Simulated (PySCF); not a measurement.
C₃H₅, SMILES [C](=C)C (connectivity only; charge and spin as stated), charge +1, multiplicity 1.

Geometry: TPSSh-D3(BJ)/def2-TZVP. The multiplicity is an assumed one; other spin states were not compared. The isomer is the one that the SMILES or the coordinates give; other isomers of the formula were not compared.

Computed with TDA-B3LYP/def2-SVPD (PySCF).

Vertical excitations. Isolated molecule, no solvent. State labels are in the subgroup Cs.

Computed lowest excited states:
```tsv
state	symmetry	energy (eV)	λ (nm)	f	main pairs
S1	A"	3.42	362	0.001	HOMO→LUMO 99 %
S2	A'	7.42	167	0.016	HOMO−1→LUMO 53 %, HOMO→LUMO+1 35 %, HOMO−4→LUMO 8 %
S3	A"	7.62	163	0.004	HOMO−2→LUMO 99 %
S4	A'	8.31	149	0.009	HOMO−3→LUMO 86 %
S5	A'	8.69	143	0.537	HOMO−1→LUMO 37 %, HOMO−4→LUMO 31 %, HOMO→LUMO+1 18 %, HOMO−3→LUMO 7 %
S6	A"	9.14	136	0.013	HOMO→LUMO+2 99 %
S7	A"	9.97	124	0.003	HOMO−1→LUMO+1 97 %
S8	A'	10.45	119	1.062	HOMO−2→LUMO+1 31 %, HOMO→LUMO+1 28 %, HOMO−4→LUMO 25 %, HOMO−1→LUMO 7 %
S9	A"	10.63	117	0.025	HOMO→LUMO+3 97 %
S10	A'	10.98	113	0.084	HOMO−5→LUMO 91 %
T1	A"	2.85	435	0	HOMO→LUMO 99 %
T2	A'	5.23	237	0	HOMO→LUMO+1 97 %
T3	A'	6.27	198	0	HOMO−1→LUMO 98 %
T4	A"	7.26	171	0	HOMO−2→LUMO 98 %
```
Triplets are in the Tamm–Dancoff approximation.
